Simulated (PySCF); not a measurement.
# Simulated absorption spectrum

Acetone dimethylhydrazone, C5H12N2.
SMILES: `CC(C)=NN(C)C`

Method used: PySCF, TDDFT wB97X-D/def2-SVPD, vertical, gas phase, core orbitals frozen in the response. One conformer (not necessarily the lowest) at the GFN2-xTB geometry, without solvent, vibrations or thermal averaging. Torsions of this conformer, `[CH3:1][C:2]([CH3:3])=[N:4][N:5]([CH3:6])[CH3:7]`: C2–N4–N5–C6 -21°.

Computed states:

```json
{"state": "S1", "E (eV)": "5.61", "f": "0.111"}
{"state": "S2", "E (eV)": "5.88", "f": "0.0029"}
{"state": "S3", "E (eV)": "6.04", "f": "0.239"}
{"state": "S4", "E (eV)": "6.68", "f": "0.019"}
{"state": "S5", "E (eV)": "6.91", "f": "0.0022"}
{"state": "S6", "E (eV)": "7.24", "f": "0.033"}
{"state": "S7", "E (eV)": "7.44", "f": "0.0059"}
{"state": "S8", "E (eV)": "7.57", "f": "0.026"}
```

Broadening: Gaussians 0.5 eV wide at half height, area fixed by f = 4.319×10⁻⁹ ∫ε dν̃. The width is an assumption, not a result. The curve ends short of the highest state used, and states not computed would add to its high-energy end.

(1) Give the broadened spectrum and its maxima.

(2) On this curve, what absorbance would a 10⁻⁴ mol/L sample give at 222 nm over a 1 cm path?

(3) Coming from long wavelengths, where does ε first pass 100 L mol⁻¹ cm⁻¹?

## Answers

(1) 
λ (nm), ε (L mol⁻¹ cm⁻¹) and a bar:
```
    177.9       1343 ###
    180.6       1208 ###
    183.2       1233 ###
    185.9       1312 ###
    188.5       1516 ###
    191.2       2191 #####
    193.9       3738 ########
    196.5       6162 #############
    199.2       9236 ####################
    201.8      11932 ##########################
    204.5      13633 #############################
    207.1      13896 ##############################
    209.8      13024 ############################
    212.4      11663 #########################
    215.1      10230 ######################
    217.7       9026 ###################
    220.4       7896 #################
    223.0       6786 ###############
    225.7       5547 ############
    228.3       4318 #########
    231.0       3116 #######
    233.6       2132 #####
    236.3       1344 ###
    238.9        811 ##
    241.6        451 #
    244.3        237 
    246.9        121 
    249.6         57 
    252.2         27 
    254.9         12
```

Maxima: 206 nm (6.01 eV), ε about 14000, made up of S3 (91%) (ε in L mol⁻¹ cm⁻¹; maxima over ε = 5, shares over 10%). At its high-energy end, 6.97 eV, the curve is still rising (ε about 1300, from S4 and S6).

(2) 222 nm is 5.585 eV, where ε is about 7200 L mol⁻¹ cm⁻¹, so A = ε c l ≈ 0.72 (Beer–Lambert, with the gas-phase spectrum and the assumed width).

(3) At about 248 nm (5.01 eV), 0.61 eV below S1.
